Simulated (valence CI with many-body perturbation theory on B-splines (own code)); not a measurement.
# Energy levels of Co20+

Computed by configuration interaction combined with many-body perturbation theory (CI+MBPT): five valence electrons over a frozen Dirac-Fock core [He], radial functions for each j: 9 s, 9 p, 8 d, 6 f, 3 g, 1 h, with the one-electron correlation potential Σ1, the two-electron term Σ2, the three-electron term Σ3, Breit, model QED; selected CI, second order for the rest, scaled by the run's own slope (own B-spline code, finite nucleus).

No measured spectrum was set against this ion. As an estimate, levels of excited configurations hold to 0.05 to 0.15 % of their energy, terms of the ground configuration to about 0.5 %. Among the levels kept, up to 3700 cm⁻¹ of a level comes from second order outside the variational space, and about a tenth of that is noise between levels of different J, which matters for small intervals.

Levels 1 to 45 of 60, with energies above the lowest level, 2s²2p³ ⁴S°_3/2. "Leading %" is the weight of the configuration and term that name the level; weights of strongly mixed levels are sums over their largest components and can fall short, so below about 35 % the name and the second component can differ from the true leading terms, or belong to a minority configuration. In the jj column 3d3/2^4 stands for four electrons in 3d with j = 3/2.

| No. | Configuration | Term | J | E (eV) | Leading % | Second component | Leading jj |
| --- | --- | --- | --- | --- | --- | --- | --- |
| 1 | 2s²2p³ | ⁴S° | 3/2 | 0.0 | 84 | 12 % 2s²2p³ ²P° | 2s^2 2p1/2^2 2p3/2 (60 %) |
| 2 | 2s²2p³ | ²D° | 3/2 | 18.3 | 72 | 17 % 2s²2p³ ²P° | 2s^2 2p1/2 2p3/2^2 (65 %) |
| 3 | 2s²2p³ | ²D° | 5/2 | 23.8 | 100 |  | 2s^2 2p1/2 2p3/2^2 (100 %) |
| 4 | 2s²2p³ | ²P° | 1/2 | 34.8 | 98 |  | 2s^2 2p1/2 2p3/2^2 (98 %) |
| 5 | 2s²2p³ | ²P° | 3/2 | 44.6 | 69 | 25 % 2s²2p³ ²D° | 2s^2 2p3/2^3 (91 %) |
| 6 | 2s2p⁴ | ⁴P | 5/2 | 99.1 | 96 |  | 2s 2p1/2^2 2p3/2^2 (83 %) |
| 7 | 2s2p⁴ | ⁴P | 3/2 | 109.1 | 97 |  | 2s 2p1/2 2p3/2^3 (78 %) |
| 8 | 2s2p⁴ | ⁴P | 1/2 | 112.0 | 94 | 6 % 2s2p⁴ ²S | 2s 2p1/2^2 2p3/2^2 (44 %) |
| 9 | 2s2p⁴ | ²D | 3/2 | 137.4 | 91 | 6 % 2s2p⁴ ²P | 2s 2p1/2 2p3/2^3 (52 %) |
| 10 | 2s2p⁴ | ²D | 5/2 | 140.0 | 96 |  | 2s 2p1/2 2p3/2^3 (83 %) |
| 11 | 2s2p⁴ | ²S | 1/2 | 157.3 | 69 | 27 % 2s2p⁴ ²P | 2s 2p1/2^2 2p3/2^2 (56 %) |
| 12 | 2s2p⁴ | ²P | 3/2 | 163.5 | 93 | 7 % 2s2p⁴ ²D | 2s 2p1/2 2p3/2^3 (70 %) |
| 13 | 2s2p⁴ | ²P | 1/2 | 178.0 | 73 | 25 % 2s2p⁴ ²S | 2s 2p3/2^4 (61 %) |
| 14 | 2p⁵ | ²P° | 3/2 | 256.7 | 98 |  | 2p1/2^2 2p3/2^3 (98 %) |
| 15 | 2p⁵ | ²P° | 1/2 | 272.5 | 98 |  | 2p1/2 2p3/2^4 (98 %) |
| 16 | 2s²2p²3s | ⁴P | 1/2 | 970.3 | 74 | 14 % 2s²2p²3s ²P | 2s^2 2p1/2^2 3s (87 %) |
| 17 | 2s²2p²3s | ⁴P | 3/2 | 980.5 | 92 | 6 % 2s²2p²3s ²P | 2s^2 2p1/2 2p3/2 3s (97 %) |
| 18 | 2s²2p²3s | ²P | 1/2 | 984.3 | 80 | 18 % 2s²2p²3s ⁴P | 2s^2 2p1/2 2p3/2 3s (94 %) |
| 19 | 2s²2p²3s | ⁴P | 5/2 | 986.3 | 75 | 23 % 2s²2p²3s ²D | 2s^2 2p1/2 2p3/2 3s (79 %) |
| 20 | 2s²2p²3s | ²P | 3/2 | 990.1 | 61 | 34 % 2s²2p²3s ²D | 2s^2 2p1/2 2p3/2 3s (89 %) |
| 21 | 2s²2p²3p | ⁴D° | 1/2 | 996.5 | 51 | 20 % 2s²2p²3p ²P° | 2s^2 2p1/2^2 3p1/2 (87 %) |
| 22 | 2s²2p²3p | ⁴D° | 3/2 | 1003.0 | 56 | 23 % 2s²2p²3p ⁴P° | 2s^2 2p1/2^2 3p3/2 (72 %) |
| 23 | 2s²2p²3s | ²D | 5/2 | 1005.0 | 75 | 23 % 2s²2p²3s ⁴P | 2s^2 2p3/2^2 3s (79 %) |
| 24 | 2s²2p²3p | ²S° | 1/2 | 1006.3 | 41 | 34 % 2s²2p²3p ⁴D° | 2s^2 2p1/2 2p3/2 3p1/2 (89 %) |
| 25 | 2s²2p²3s | ²D | 3/2 | 1006.5 | 63 | 31 % 2s²2p²3s ²P | 2s^2 2p3/2^2 3s (88 %) |
| 26 | 2s²2p²3p | ⁴D° | 3/2 | 1010.0 | 34 | 29 % 2s²2p²3p ²D° | 2s^2 2p1/2 2p3/2 3p1/2 (81 %) |
| 27 | 2s²2p²3p | ⁴D° | 5/2 | 1011.9 | 84 | 10 % 2s²2p²3p ⁴P° | 2s^2 2p1/2 2p3/2 3p3/2 (78 %) |
| 28 | 2s²2p²3p | ⁴P° | 1/2 | 1013.6 | 62 | 20 % 2s²2p²3p ²S° | 2s^2 2p1/2 2p3/2 3p3/2 (83 %) |
| 29 | 2s²2p²3p | ⁴P° | 5/2 | 1014.1 | 43 | 42 % 2s²2p²3p ²D° | 2s^2 2p1/2 2p3/2 3p1/2 (63 %) |
| 30 | 2s²2p²3p | ²D° | 3/2 | 1016.0 | 58 | 26 % 2s²2p²3p ⁴P° | 2s^2 2p1/2 2p3/2 3p3/2 (93 %) |
| 31 | 2s²2p²3p | ⁴D° | 7/2 | 1017.7 | 77 | 21 % 2s²2p²3p ²F° | 2s^2 2p1/2 2p3/2 3p3/2 (77 %) |
| 32 | 2s²2p²3p | ⁴S° | 3/2 | 1020.5 | 57 | 22 % 2s²2p²3p ²P° | 2s^2 2p1/2 2p3/2 3p3/2 (42 %) |
| 33 | 2s²2p²3s | ²S | 1/2 | 1022.3 | 85 | 6 % 2s²2p²3s ⁴P | 2s^2 2p3/2^2 3s (88 %) |
| 34 | 2s²2p²3p | ²P° | 3/2 | 1023.5 | 65 | 11 % 2s²2p²3p ²D° | 2s^2 2p1/2 2p3/2 3p3/2 (38 %) |
| 35 | 2s²2p²3p | ²F° | 5/2 | 1024.6 | 31 | 30 % 2s²2p²3p ⁴P° | 2s^2 2p1/2 2p3/2 3p3/2 (52 %) |
| 36 | 2s²2p²3p | ²P° | 1/2 | 1027.7 | 71 | 17 % 2s²2p²3p ²S° | 2s^2 2p3/2^2 3p3/2 (47 %) |
| 37 | 2s²2p²3d | ⁴F | 3/2 | 1033.5 | 58 | 13 % 2s²2p²3d ⁴D | 2s^2 2p1/2^2 3d3/2 (86 %) |
| 38 | 2s²2p²3p | ²F° | 5/2 | 1035.0 | 39 | 38 % 2s²2p²3p ²D° | 2s^2 2p3/2^2 3p3/2 (61 %) |
| 39 | 2s2p³3s | ⁶S° | 5/2 | 1036.1 | 83 | 5 % 2s²2p²3p ²F° | 2s 2p1/2 2p3/2^2 3s (41 %) |
| 40 | 2s²2p²3d | ⁴F | 5/2 | 1036.8 | 44 | 27 % 2s²2p²3d ⁴D | 2s^2 2p1/2^2 3d5/2 (75 %) |
| 41 | 2s²2p²3p | ²F° | 7/2 | 1037.0 | 78 | 20 % 2s²2p²3p ⁴D° | 2s^2 2p3/2^2 3p3/2 (77 %) |
| 42 | 2s²2p²3p | ²D° | 3/2 | 1037.2 | 54 | 25 % 2s²2p²3p ²P° | 2s^2 2p3/2^2 3p1/2 (60 %) |
| 43 | 2s²2p²3p | ²D° | 5/2 | 1039.7 | 79 | 11 % 2s²2p²3p ²F° | 2s^2 2p3/2^2 3p1/2 (67 %) |
| 44 | 2s²2p²3p | ²P° | 1/2 | 1040.6 | 92 |  | 2s^2 2p1/2 2p3/2 3p3/2 (55 %) |
| 45 | 2s²2p²3d | ²P | 3/2 | 1044.5 | 44 | 31 % 2s²2p²3d ⁴F | 2s^2 2p1/2 2p3/2 3d3/2 (90 %) |

Names give the largest LS component (configuration and term), which can be under half, so a name can repeat, a term be missing and a line seem to break the LS rules; names also repeat where a configuration has a term twice.

The ionisation energy to 2s²2p² ³P0 of the next ion comes out as 1722.8 eV (NIST: 1724 ± 3 eV (semi-empirical)). All 60 levels together are meant to be complete up to 1058.4 eV.
